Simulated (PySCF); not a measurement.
Core-level binding energies of CF3C(O)Cl

CF3C(O)Cl, C2ClF3O.
Bonds: O1–C2 (double), C2–Cl3, C2–C4, C4–F5, C4–F6, C4–F7.

Computed with delta-SCF UKS SCAN, pcX-2 on the ionised atom, pcseg-1 elsewhere, spin-free X2C (PySCF). These are vertical core ionisation energies against the vacuum level, from separate self-consistent calculations with and without the core hole.

Task: What binding energy does each computed site have?

Result: 
```csv
atom(s),environment,level,binding energy (eV),2p1/2 (eV),above the level's lowest (eV),count
Cl3,chlorine bonded to C,Cl 2p3/2,207.64,209.29,0.00,1
C2,acyl halide carbon,C 1s,296.38,–,0.00,1
C4,CF3 carbon,C 1s,299.43,–,+3.05,1
O1,carbonyl oxygen,O 1s,540.03,–,0.00,1
F5/F6/F7,fluorine of a CF3 group,F 1s,694.92,–,0.00,3
Cl3,chlorine bonded to C,Cl 1s,2830.22,–,0.00,1
```

Lowest listed C 1s: C2, bonded to O (double bond), Cl and C. Highest, 3.05 eV above it: C4, bonded to 3 F and C.

Task: Express the binding energy of Cl 2p3/2 of Cl3 in atomic units and per mole.

Result: 207.64 eV = 7.6306 Eh = 20034 kJ/mol.

One atom of each set of topologically equivalent atoms was ionised and stands for the set; in this conformer not all members are related by symmetry, and their own values weren't computed. Spin–orbit and ligand-field terms were added within each 2p shell after the spin-free SCF. 2p1/2 minus 2p3/2 (ligand field included): Cl 1.65 eV. Geometry: GFN2-xTB; no solvent, vibrations or thermal averaging.

Conformer computed: `[O:1]=[C:2]([Cl:3])[C:4]([F:5])([F:6])[F:7]`: O1–C2–C4–F5 -120°.
